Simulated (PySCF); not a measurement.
Gas-phase reaction: GeH₄ + Ge₃H₈ ⇌ 4 GeH₃

Method: PySCF energies plus ideal-gas RRHO corrections (1 bar). † marks an energy on the PBE0/def2-TZVP geometry and frequencies; other levels use their own. MP2 and CCSD(T) freeze the core. 6-31G* has spherical d functions here. Open shells (unrestricted): GeH₃ (multiplicity 2); the rest are closed-shell singlets. B3LYP is the form with VWN-RPA correlation. Ge: all electrons, no relativistic terms. GeH₃: computed as isolated molecules; such fragments, hydroxides, amides, oligomers or adducts are transient or little studied in the gas. MP2 isn't extrapolated to the basis-set limit; its ΔH°(298 K) is 563.5 kJ in def2-SVP and 606.2 kJ in def2-TZVPP. CCSD(T) isn't extrapolated to the basis-set limit. The harmonic model lacks anharmonicity and excited electronic states, which grow with temperature; levels with a mode under 35 cm⁻¹ are left out. Internal rotation in Ge₃H₈ is treated as a harmonic vibration of one conformer, which makes the entropy rough.

| level | ΔE electronic, kJ | ΔH°(298 K), kJ | ΔS°(298 K), J/K | ΔG°(1600 K), kJ |
|---|---|---|---|---|
| B3LYP/6-31G* | 573 | 549 | 312 | 76 |
| BLYP/def2-TZVP† | 557 | 534 | 315 | 57 |
| CCSD(T)/def2-SVP† | 577 | 554 | 315 | 77 |
| HF/6-31G* | 443 | 419 | 318 | -65 |
| HF/def2-TZVP† | 432 | 409 | 315 | -68 |
| MP2/def2-TZVPP† | 629 | 606 | 315 | 129 |
| PBE0/def2-QZVP† | 592 | 569 | 315 | 92 |
| PBE0/def2-TZVP | 597 | 574 | 315 | 97 |
| r2SCAN/def2-TZVP† | 586 | 563 | 315 | 86 |
ΔH° is lowest at HF/def2-TZVP† and highest at MP2/def2-TZVPP†. No reference value is set beside these.
